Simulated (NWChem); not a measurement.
System: C$_{2}$H$_{9}$NSi; SMILES CCN[SiH3]

```xyz
13

C      0.1743    -2.3536    -0.2294
C     -0.5054    -1.0666     0.2064
N      0.4083     0.0552     0.2336
Si    -0.0288     1.6971    -0.0954
H     -0.5399    -3.1909    -0.2600
H      0.9792    -2.6313     0.4712
H      0.6236    -2.2376    -1.2272
H     -1.3191    -0.8284    -0.5010
H     -1.0017    -1.2295     1.1857
H      1.2266    -0.1028     0.8128
H     -0.9308     2.3522     0.9142
H     -0.7439     1.7553    -1.4082
H      1.2368     2.4893    -0.1500
```
Atoms are numbered in this order, from 1.

Computed with NWChem. All runs use the structure optimised with PBE0/def2-SVP.

For level PW6B95/def2-TZVP:

```
Quantity                     Value
---------------------------  -----
highest occupied level (eV)  -6.87
orbital gap (eV)              7.35
```

Q: How do the values read with level PBE/def2-TZVP instead?

A: 
| Quantity | Value |
|---|---|
| highest occupied level (eV) | -5.40 |
| orbital gap (eV) | 5.07 |
